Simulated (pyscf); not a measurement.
Optimised with ωB97X-D3(BJ)/def2-SVP in PySCF.

**Question.** How much does it cost (ΔH, 298 K, ωB97M-D3(BJ)/def2-TZVP) to split H₃C–Al(CH₃)–O–Na at its Al–O bond into [H₃C–Al–CH₃]• + •O–Na?

**Answer.** Al–O to [H₃C–Al–CH₃]• + •O–Na: 561.6 kJ/mol. The 7 functionals that were run give +538.2 (PBE0-D3(BJ)) to +562.8 kJ/mol (M06-2X). The radicals are drawn with the spin at the cut bond; how far it spreads was not checked. Other isomers of [H₃C–Al–CH₃]• were not searched in full and may lie lower. The term symbol of open-shell •O–Na was not checked; spin-orbit terms are left out.
